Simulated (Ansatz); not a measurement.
# Worked example: C2HF5O + CHBr2 → C2HF4O + CHBr2F

Species: C2HF5O ((difluoromethoxy)(trifluoro)methane) `FC(F)OC(F)(F)F`, singlet; CHBr2 `Br[CH]Br`, doublet; C2HF4O `F[C](F)OC(F)F`, doublet; CHBr2F (dibromofluoromethane) `FC(Br)Br`, singlet. A radical takes F: the energy is the difference in strength between two C–F bonds in different surroundings.

Shapes, held fixed at every level: PBE0-D4/def2-TZVP. Flexible molecules stand in one conformer, not always the lowest. Programs: Ansatz 0.2.0. Electronic energies: no zero-point or thermal term.

At CCSD(T)/def2-TZVPP; 1 Eh = 2625.50 kJ/mol:

```
species   energy (Eh)
 C2HF5O   -650.526221
  CHBr2  -5183.979817
 C2HF4O   -550.697025
 CHBr2F  -5283.774106
```

Task: Work out ΔE of the reaction at this level.

Result: 
1. Products less reactants: (-550.697025) + (-5283.774106) − [(-650.526221) + (-5183.979817)] = 0.034907 Eh = +91.6 kJ/mol.

Other levels give +71.0 (PBE-D4/def2-TZVPP) to +94.8 kJ/mol (HF/def2-TZVPP). No measured value is set beside it here. Open shells run unrestricted. Relativity is left out for Br. Outer-core shells of Br are correlated, in sets that cover them unevenly. The median of the other levels is +82.8 kJ/mol.
